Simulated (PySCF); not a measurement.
# Computed records: CH3B2F

Calculation on a computer-drawn molecule: the log of a Hartree-Fock and frozen-core CCSD(T) single point meant for a local Hartree-Fock minimum, with one planted fault or none, to be diagnosed. Offsets are logged minus clean, where the clean run is the same molecule without the fault. The reference is restricted for singlets and unrestricted otherwise, and also for a bond in bohr or an excited solution. Adding or removing an electron swaps singlet and doublet. The excited solution moves the top pair (singlet) or top alpha electron (doublet) to the lowest empty orbital. Highest occupied and lowest empty are orbital energies over both spins, largest force is the largest gradient component, triples share is (T) over the correlation energy, the T1 limit is 0.02 restricted and 0.045 unrestricted, electrons count all cores, a negative frequency is imaginary (commonest isotopes), and the dipole is about the centre of nuclear charge. Program: PySCF 2.14.0.

```xyz
7
formula=CH3B2F meant_charge=0 meant_multiplicity=1 meant_basis=cc-pVDZ logged_electrons=28 logged_basis_functions=23 logged_SCF_converged=yes logged_spin_squared=0 logged_highest_occupied=-7.6156 logged_lowest_empty=6.7076 logged_largest_force=0.041364 logged_T1_diagnostic=0.019857 logged_D1_diagnostic=0.07004 logged_triples_share=0.037301 logged_CC_converged=yes logged_dipole_magnitude=2.0791 logged_SCF_stable_within_its_kind=yes logged_energy_HF=-185.90558 logged_energy_CCSD(T)=-186.10763 possible_faults=no_fault,one_electron_removed,one_electron_added,multiplicity_raised_by_two,geometry_at_a_saddle_point,SCF_held_on_an_excited_solution,minimal_basis_STO-3G,one_bond_length_entered_in_bohr,all_coordinates_scaled planted_fault=minimal_basis_STO-3G HF_energy_offset_from_clean_run=1589 CCSD(T)_energy_offset_from_clean_run=1787
B     -0.7977    -0.6072    -1.0102
C      0.3809    -0.0835    -1.5203
B      0.8928     1.1463    -0.7664
F      2.0209     1.7626    -1.1424
H     -1.7956    -0.9993    -0.5282
H      0.9187    -0.4817    -2.3731
H      0.3230     1.6162     0.1837
```

Units: logged_highest_occupied, logged_lowest_empty in eV; logged_largest_force in hartree/bohr; logged_dipole_magnitude in debye; logged_energy_HF, logged_energy_CCSD(T) in hartree; HF_energy_offset_from_clean_run, CCSD(T)_energy_offset_from_clean_run in kcal/mol.

Drawn bonds:
```csv
atom,other atom,order
1,2,2
2,3,1
3,4,1
1,5,1
2,6,1
3,7,1
```
